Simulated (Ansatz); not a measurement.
Cartesian coordinates in Å:
```
C 0.125 1.276 -1.131
O 0.228 0.346 -0.080
Si -0.779 -0.966 0.060
N -0.105 -1.608 1.488
H -0.063 2.273 -0.723
H -0.686 1.027 -1.826
H 1.064 1.303 -1.691
H -0.458 -2.448 1.916
H 0.673 -1.203 1.988
```

Charge 0, multiplicity 1.

(1) List the PBE0/def2-TZVPP orbital energies in eV (the Gaussian-basis code of Ansatz). (Estimate.)

Results:

(1) Computed: Occupied: -1802.67, -522.61, -390.98, -279.32, -144.84, -99.55, -99.48, -99.39, -28.31, -23.81, -19.14, -14.74, -13.98, -12.86, -12.63, -11.94, -9.33, -8.97, -7.74, -6.53. Lowest empty: -0.66, 0.67, 1.47, 2.18, 2.61, 3.03, 3.56, 3.73.
